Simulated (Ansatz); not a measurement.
Ligand exchange: BH2(OH) + Si2H6O5 → BH(OH)2 + Si2H6O4

Species: BH2(OH), singlet; Si2H6O5 `O[SiH2]O[Si](O)(O)O`, singlet; BH(OH)2, singlet; Si2H6O4 `O[SiH2]O[SiH](O)O`, singlet. The partners trade H for OH: B–H and Si–OH bonds give way to B–OH and Si–H.

Shapes, held fixed at every level: PBE0-D4/def2-TZVP. Flexible molecules stand in one conformer, not always the lowest. Programs: Ansatz 0.2.0. Electronic energies: no zero-point or thermal term.

| level | kind | ΔE (kJ/mol) | less CCSD(T)/CBS estimate |
| --- | --- | --- | --- |
| r2SCAN-D4/def2-TZVPP | meta-GGA | -15.3 | -3.4 |
| PBE0-D4/def2-TZVPP | global hybrid | -17.3 | -5.4 |
| wB97M-V/def2-TZVPP | range-separated hybrid | -12.8 | -0.9 |
| wB97X-V/def2-TZVPP | range-separated hybrid | -12.9 | -1.0 |
| B2PLYP/def2-TZVPP | double hybrid | -15.2 | -3.3 |
| CCSD/def2-TZVPP | coupled cluster or CI | -10.5 | +1.4 |
| CCSD(T)/CBS estimate | coupled cluster or CI | -11.9 | 0.0 |

The highest level, CCSD(T)/CBS estimate, gives ΔE = -11.9 kJ/mol; the levels span -17.3 to -10.5. The column of differences is taken from that level and isn't an error. No measured value is set beside it here. The CBS estimate extrapolates MP2 from def2-TZVPP and def2-QZVPP and adds CCSD(T) − MP2 in the triple-zeta set, cores frozen.
